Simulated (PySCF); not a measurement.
Exercise with solution: dipole moment from atomic charges

In(F)2(SMe) (CH3F2InS), SMILES C[S][In]([F])[F]. Atoms are numbered in the order given.

```xyz
8

In     0.0230    -0.5161     0.0000
F      0.8255    -2.2851     0.0000
F     -1.9382    -0.5075     0.0000
S      0.9576     1.6494     0.0000
C     -0.6128     2.6032     0.0000
H     -1.4913     1.9445     0.0000
H     -0.6328     3.2353    -0.8974
H     -0.6328     3.2353     0.8974
```
Charge 0, spin multiplicity 1.

Geometry optimised at PBE0-D3(BJ)/def2-SVP. The structure was generated by enumeration; whether it is a known compound was not checked. The def2 effective core potentials stand for the cores of In; spin–orbit coupling is left out. One conformer was computed; it need not be the lowest.

Charges (e) from HF/def2-TZVP run with PySCF:

```csv
atom,ESP fit,Mulliken
In1,1.296,1.391
F2,-0.518,-0.589
F3,-0.515,-0.613
S4,-0.446,-0.325
C5,0.005,-0.302
H6,-0.004,0.168
H7,0.091,0.135
H8,0.091,0.135
```

The dipole moment of the full density is 3.03 D.

What dipole moment does each set of point charges give, and which comes closer to that of the density?


μ = Σ q r, and 1 e Å = 4.8032 D.
ESP fit: Σ q r = (0.061, 0.635, 0.000) e Å, |μ| = 3.06 D.
Mulliken: Σ q r = (0.186, 0.817, 0.000) e Å, |μ| = 4.03 D.
ESP fit comes closer in size. Point charges leave out the atoms' own dipoles (lone pairs, polarised bonds); fits to the potential absorb them, partitions of the density don't.
